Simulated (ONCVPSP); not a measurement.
## What one change does to a pseudopotential (niobium (Nb), ONCV)

ONCVPSP 4.0.1 input, shortened (lines: element, Z, core and valence counts, functional; n l f; lmax; l rc ep ncon nbas qcut; lloc lpopt rc5 dvloc0; l nproj debl; icmod fcfact rcfact), PBEsol, scalar-relativistic:

```
  Nb 41.00    6    3  -116133      upf
    1    0    2.00
    2    0    2.00
    2    1    6.00
    3    0    2.00
    3    1    6.00
    3    2   10.00
    4    0    2.00
    4    1    6.00
    4    2    2.00
    2
    0    1.55    0.00    3    8    8.20
    1    1.40    0.00    4    7    5.40
    2    2.00    0.00    5   10    7.40
    4    5    0.95    0.00
    0    2    2.80
    1    2    2.30
    2    2    3.00
    3    4.75    1.80
```

In the s channel the program set the typed energies aside and used -3.266, 0.250 Ha. In the p channel the program set the typed energies aside and used -2.374, 0.250 Ha.

Change: core correction Teter function, fcfact 2.7, rcfact 1.8.

Cutoffs: the cutoffs (Ha) at which the residual kinetic energy of the hardest occupied pseudo-wave falls to 1 and 0.1 mHa per electron; they do not see the model core or the augmentation charge, which bear on the density cutoff. Errors are all-electron minus pseudo energies relative to the spin-unpolarised reference configuration.

Task: How do hardness, ghosts and transferability respond?

Result: The potential gets neither clearly harder nor softer (57 Ha and 74 Ha → 57 Ha and 74 Ha); of the 4 tests that both files solve, the error grows in 0 and shrinks in 4 by more than 15 % and 0.3 meV (median size 11.8 → 3.9 meV); neither file shows a bound ghost. A model core, the more so a compact one, raises the density cutoff, which this test does not measure.

```csv
quantity,base,changed
"cutoff, loose",57 Ha,57 Ha
"cutoff, tight",74 Ha,74 Ha
bound ghosts,none,none
GHOST(+) flags under 300 eV,s at 67.0 eV,s at 67.0 eV
"error for 4s2 4p6 4d4 5s1, meV [ΔE -45.38 eV]",-11,-3.0
"error for 4s2 4p6 4d4, meV [ΔE -38.73 eV]",-16,-7.0
"error for 4s2 4p6 4d3, meV [ΔE -24.70 eV]",-5.8,-2.1
"error for 4s2 4p6 4d4 5p1, meV [ΔE -42.38 eV]",-13,-4.8
s: phases at 1.57 bohr within 0.05 rad from the reference energy up to (Ha; the scan ends near 5),2.0,2.0
p: phases at 1.42 bohr within 0.05 rad from the reference energy up to (Ha; the scan ends near 5),4.4,4.4
d: phases at 2.03 bohr within 0.05 rad from the reference energy up to (Ha; the scan ends near 5),to the end of the scan,to the end of the scan
"rms error of d²Exc/dni dnj with the model core, mHa",5.94,3.41
```
